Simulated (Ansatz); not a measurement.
Total energies of `[CH3][Al][C]#N` radical.

```xyz
7

C    -0.012    0.984   -0.671
Al    0.940   -0.104    0.645
C     0.056   -1.752    1.217
N    -0.404   -2.741    1.601
H     0.592    1.113   -1.574
H    -0.212    1.983   -0.274
H    -0.960    0.516   -0.944
```

The species carries charge 0 and has multiplicity 2. The geometry is a stationary point of PBE0-D4/def2-TZVP. Basis def2-TZVPP, Ansatz 0.2.0.

RPA on PBE orbitals: Hartree–Fock energy of these orbitals -373.85206 Eh, correlation -0.92832 Eh (frozen core).

```
             functional  energy without D4 (Eh)  D4 term (kJ/mol)
            LDA (SPW92)              -372.98149                 –
                    PBE              -374.91193             -11.9
                 revPBE              -375.13112             -35.0
                   BLYP              -375.18259             -26.2
                 r2SCAN              -375.11250              -2.8
                 B97M-V              -375.14960                 –
                   PBE0              -374.93978             -10.0
                  B3LYP              -375.24469             -19.4
                r2SCANh              -375.10249              -3.0
HSE06 (plane-wave form)              -374.92652              -9.4
                  BHLYP              -375.13941             -15.7
                ωB97X-V              -375.13104                 –
                 B2PLYP              -374.99460                 –
               PBE-QIDH              -374.82934                 –
```

(1) Give the same for r2SCAN0, CAM-B3LYP, LC-ωPBE, ωB97M-V. (An estimate is asked.)

B3LYP takes the VWN-RPA correlation (the form of Gaussian; ORCA's B3LYP/G). HSE06 is the plane-wave form, built on full-range PBE exchange. The double hybrids freeze the cores in their second-order part.

## Answers

(1) Computed: 
| functional | energy without D4 (Eh) | D4 term (kJ/mol) |
| --- | --- | --- |
| r2SCAN0 | -375.08826 | -3.3 |
| CAM-B3LYP | -375.15308 | -10.3 |
| LC-ωPBE | -375.03222 | – |
| ωB97M-V | -375.14907 | – |

LC-ωPBE has ω = 0.4 bohr⁻¹.
